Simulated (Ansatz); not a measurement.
The same path of Cl4Ge + H4OSi (11 atoms, charge 0, multiplicity 1) was run 3 times with different band settings. Lost on the way: Ge1–Cl2, O6–H11. Made: Ge1–O6, Cl2–H11.

Theory: RHF/def2-SVP in Ansatz 0.2.0.

Relaxed end points:

```xyz
11
Properties=species:S:1:pos:R:3
Ge 0.769 0.193 -0.117
Cl 0.656 0.079 2.006
Cl 2.821 0.426 -0.641
Cl -0.303 1.867 -0.849
Cl 0.071 -1.608 -1.002
O -2.529 -0.269 0.913
Si -3.808 -1.016 0.173
H -3.570 -2.469 0.018
H -5.045 -0.835 0.969
H -3.964 -0.392 -1.153
H -2.361 -0.410 1.831
```

```xyz
11
Properties=species:S:1:pos:R:3
Ge -0.229 -0.137 -0.738
Cl -1.048 0.951 3.402
Cl 1.475 -0.891 0.271
Cl -0.065 1.961 -0.991
Cl -0.419 -1.077 -2.640
O -1.633 -0.493 0.198
Si -3.177 -1.123 0.087
H -3.099 -2.563 -0.229
H -3.816 -0.916 1.398
H -3.923 -0.416 -0.972
H -1.330 0.271 2.362
```

Common settings: movable images 5; climbing image yes; spring 5.0 eV/Å²; optimiser quadratic models (default); iteration limit 60; end points relaxed.

| run | start path | force threshold |
| --- | --- | --- |
| 1 | through a guess of the saddle point | 0.05 eV/Å |
| 2 | straight line | 0.05 eV/Å |
| 3 | through a guess of the saddle point | 0.2 eV/Å |

Task: What does each run give, and how far can it be trusted?

Result: Run 1: converged after 32 iterations, highest image 1.418 eV above the first end. A vibrational analysis at the climbing image gives one clearly imaginary mode, 312i cm⁻¹: a first-order saddle point.
Run 2: converged after 29 iterations, highest image 1.418 eV above the first end. Another band between the same ends (5 images) ends at a top of the same energy, where a vibrational analysis finds 1 clearly imaginary mode.
Run 3: converged after 24 iterations, highest image 1.438 eV above the first end. The threshold of 0.2 eV/Å is loose, so the images may lie well off the minimum-energy path. A structure lower than the last end lies on the path between it and the top, so the climb from that side starts below the end, which may itself be a saddle point or a shallow side well. Neighbouring images differ by up to 1.4 eV, so the band resolves the path poorly. The order of the point at the top wasn't checked.
The orbitals stay closed-shell, which can raise the energy where a bond breaks towards radicals; this wasn't checked here.
